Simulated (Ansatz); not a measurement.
Ansatz (a first-principles code) input for Ti(OMe)(H)3 (CH6OTi), SMILES C[O][TiH3], multiplicity 1, PBE/def2-SVPD. The structure is a stationary point at PBE-D3(BJ)/def2-SVP. The multiplicity is an assumed one; other spin states were not compared.

Ansatz 0.2 input:
```yaml
crystal:
  periodic: [false, false, false]
  atoms:
    - {symbol: Ti, position_ang: [0.00000000, -0.00000000, 0.99337513]}
    - {symbol: O, position_ang: [0.00000000, -0.00000000, -0.73305688]}
    - {symbol: C, position_ang: [-0.00000000, 0.00000000, -2.13264835]}
    - {symbol: H, position_ang: [-0.23135738, -1.01705849, -2.51447274]}
    - {symbol: H, position_ang: [-0.76511980, 0.70889062, -2.51447274]}
    - {symbol: H, position_ang: [0.99647719, 0.30816789, -2.51447274]}
    - {symbol: H, position_ang: [0.38020552, 1.61122657, 1.44983684]}
    - {symbol: H, position_ang: [1.20526037, -1.13488092, 1.44983683]}
    - {symbol: H, position_ang: [-1.58546590, -0.47634564, 1.44983684]}
basis:
  gaussian:
    orbitals: def2-SVPD
hamiltonian:
  xc: {name: PBE}
```

Log of the run:

```
WARN ansatz: RAYON_NUM_THREADS=1 ignored (pool sized by the plan → 1); use --threads N
Functional definition: PBE
integrals: 0.05 GiB planned
1114 factors; their error is unknown
mean field: 0.38 GiB planned
mean field evaluation 1: about -26274.0807 eV, gradient 5.9e1 eV
mean field evaluation 2: about -26091.8248 eV, gradient 3.0e2 eV
mean field evaluation 4: about -26269.6033 eV, gradient 7.2e1 eV
mean field evaluation 8: about -26281.3526 eV, gradient 2.9e-1 eV
mean field -26281.35308849 eV, -965.8219118610 hartree, gradient 4.1e-5 eV, S^2 0.000000; 0 other end points of the search recorded, 0 dependent functions left out
reference -26281.35315787 eV, -965.8219144106 hartree; 21, 21 occupied and 104, 104 virtual orbitals, 1114 factors
Total energy: -26281.35315787 eV, -965.8219144106 hartree
```

The run converged.

Cost: roughly 5 core-seconds.
